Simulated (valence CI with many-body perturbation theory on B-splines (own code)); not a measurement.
**Ta42+: calculated level list**

Level of theory: relativistic CI+MBPT: three valence electrons over a frozen Dirac-Fock core [Ar] 3d10, radial functions for each j: 11 s, 11 p, 10 d, 8 f, 5 g, 2 h, with the one-electron correlation potential Σ1 (screened to all orders), the two-electron term Σ2, the three-electron term Σ3, Breit, model QED; selected single and double excitations, second order for the rest, scaled by the run's own slope (own B-spline code, finite nucleus).

The last digits are not significant, and no measured levels were compared; by estimate large intervals hold to a few tenths of a per cent, small ones and those within an open d or f shell to about a per cent.

Levels 1 to 45 of 193, with energies above the lowest level, (4s^2 4p1/2) J=1/2. "Leading %" is the weight of the configuration and term that name the level; weights of strongly mixed levels are sums over their largest components and can fall short. In the jj column 3d3/2^4 stands for four electrons in 3d with j = 3/2.

```tsv
No.	Configuration	Term	J	E (eV)	Leading %	g	Second component	Leading jj
1	4s2 4p	2P°	1/2	0.00	100	0.659		4s^2 4p1/2 (100 %)
2	4s2 4p	2P°	3/2	91.29	99	1.329		4s^2 4p3/2 (99 %)
3	4s 4p2	4P	1/2	94.21	58	2.201	28 % 4s 4p2 2S	4s 4p1/2^2 (98 %)
4	4s 4p2	4P	3/2	172.72	91	1.659	7 % 4s 4p2 2D	4s 4p1/2 4p3/2 (99 %)
5	4s 4p2	2D	5/2	180.90	58	1.361	41 % 4s 4p2 4P	4s 4p1/2 4p3/2 (98 %)
6	4s 4p2	2D	3/2	192.54	64	0.974	30 % 4s 4p2 2P	4s 4p1/2 4p3/2 (95 %)
7	4s 4p2	2P	1/2	195.10	70	1.230	27 % 4s 4p2 4P	4s 4p1/2 4p3/2 (97 %)
8	4s2 4d	2D	3/2	248.30	93	0.825	5 % 4s 4p2 2P	4s^2 4d3/2 (93 %)
9	4s2 4d	2D	5/2	260.24	54	1.323	32 % 4s 4p2 4P	4s^2 4d5/2 (54 %)
10	4s2 4d	2D	5/2	276.50	44	1.304	29 % 4s 4p2 2D	4s 4p3/2^2 (54 %)
11	4s 4p2	2S	1/2	286.37	69	1.891	15 % 4s 4p2 2P	4s 4p3/2^2 (98 %)
12	4p3	2P°	3/2	287.18	45	1.326	27 % 4p3 2D°	4p1/2^2 4p3/2 (94 %)
13	4s 4p2	2P	3/2	290.06	62	1.191	28 % 4s 4p2 2D	4s 4p3/2^2 (96 %)
14	4s 4p 4d	4F°	3/2	322.60	80	0.499	15 % 4s 4p 4d 2D°	4s 4p1/2 4d3/2 (98 %)
15	4s 4p 4d	4F°	5/2	329.30	50	1.043	23 % 4s 4p 4d 2F°	4s 4p1/2 4d3/2 (94 %)
16	4s 4p 4d	4D°	1/2	342.22	62	0.389	31 % 4s 4p 4d 2P°	4s 4p1/2 4d3/2 (98 %)
17	4s 4p 4d	4D°	3/2	343.12	38	1.307	23 % 4s 4p 4d 4P°	4s 4p1/2 4d3/2 (88 %)
18	4s 4p 4d	4P°	5/2	349.59	37	1.343	27 % 4s 4p 4d 4D°	4s 4p1/2 4d5/2 (96 %)
19	4s 4p 4d	4F°	7/2	354.61	50	1.249	27 % 4s 4p 4d 2F°	4s 4p1/2 4d5/2 (95 %)
20	4s 4p 4d	2D°	3/2	358.62	32	1.225	22 % 4s 4p 4d 2P°	4s 4p1/2 4d5/2 (65 %)
21	4s 4p 4d	2F°	5/2	359.18	38	1.110	18 % 4s 4p 4d 2D°	4s 4p1/2 4d5/2 (84 %)
22	4p3	2D°	5/2	379.60	76	1.118	23 % 4s 4p 4d 2F°	4p1/2 4p3/2^2 (76 %)
23	4p3	2D°	3/2	380.87	38	1.283	32 % 4p3 4S°	4p1/2 4p3/2^2 (69 %)
24	4p3	2P°	1/2	384.08	94	0.660	5 % 4s 4p 4d 2P°	4p1/2 4p3/2^2 (94 %)
25	4s 4p 4d	4D°	5/2	421.46	38	1.163	22 % 4s 4p 4d 4F°	4s 4p3/2 4d3/2 (84 %)
26	4s 4p 4d	4D°	3/2	422.19	42	1.333	39 % 4s 4p 4d 4P°	4s 4p3/2 4d3/2 (98 %)
27	4s 4p 4d	4P°	1/2	422.23	87	2.316	12 % 4s 4p 4d 4D°	4s 4p3/2 4d3/2 (98 %)
28	4s 4p 4d	4F°	7/2	423.42	40	1.241	23 % 4s 4p 4d 4D°	4s 4p3/2 4d3/2 (74 %)
29	4s2 4f	2F°	5/2	425.28	59	0.970	15 % 4s 4p 4d 2F°	4s^2 4f5/2 (59 %)
30	4s 4p 4d	4F°	9/2	431.03	100	1.329		4s 4p3/2 4d5/2 (100 %)
31	4p2 4d	2D	3/2	433.61	38	0.768	37 % 4p2 4d 4F	4p1/2^2 4d3/2 (98 %)
32	4s2 4f	2F°	7/2	434.17	67	1.211	25 % 4s 4p 4d 4D°	4s^2 4f7/2 (67 %)
33	4s 4p 4d	2D°	3/2	435.37	64	0.992	24 % 4s 4p 4d 4P°	4s 4p3/2 4d3/2 (69 %)
34	4s 4p 4d	2D°	5/2	442.41	46	1.348	38 % 4s 4p 4d 4P°	4s 4p3/2 4d5/2 (98 %)
35	4s 4p 4d	2P°	1/2	444.42	74	0.588	21 % 4s 4p 4d 4D°	4s 4p3/2 4d3/2 (91 %)
36	4s 4p 4d	2P°	3/2	445.15	36	1.199	25 % 4s 4p 4d 2D°	4s 4p3/2 4d5/2 (56 %)
37	4s 4p 4d	2F°	7/2	449.45	83	1.177	12 % 4s 4p 4d 4D°	4s 4p3/2 4d5/2 (85 %)
38	4s 4p 4d	2F°	5/2	450.53	41	0.955	24 % 4s2 4f 2F°	4s 4p3/2 4d3/2 (68 %)
39	4p2 4d	2D	5/2	458.32	29	1.192	22 % 4p2 4d 4D	4p1/2^2 4d5/2 (95 %)
40	4s 4p 4d	2P°	1/2	460.78	88	0.689	5 % 4s 4p 4d 4D°	4s 4p3/2 4d5/2 (91 %)
41	4s 4p 4d	2F°	7/2	461.08	54	1.196	18 % 4s 4p 4d 4D°	4s 4p3/2 4d5/2 (75 %)
42	4s 4p 4d	2P°	3/2	464.43	79	1.305	7 % 4s 4p 4d 4D°	4s 4p3/2 4d5/2 (97 %)
43	4s 4p 4d	2D°	5/2	468.49	55	1.081	33 % 4s 4p 4d 2F°	4s 4p3/2 4d5/2 (89 %)
44	4p3	2P°	3/2	482.79	40	1.222	24 % 4p3 2D°	4p3/2^3 (76 %)
45	4s 4p 4f	4G	5/2	509.78	26	0.875	21 % 4p2 4d 4F	4s 4p1/2 4f5/2 (56 %)
```

The ionisation energy to 4s2 1S_0 of the next ion comes out as 2114.1 eV (NIST: 2113 ± 4 eV (theoretical)). All 193 levels together are meant to be complete up to 794.65 eV.
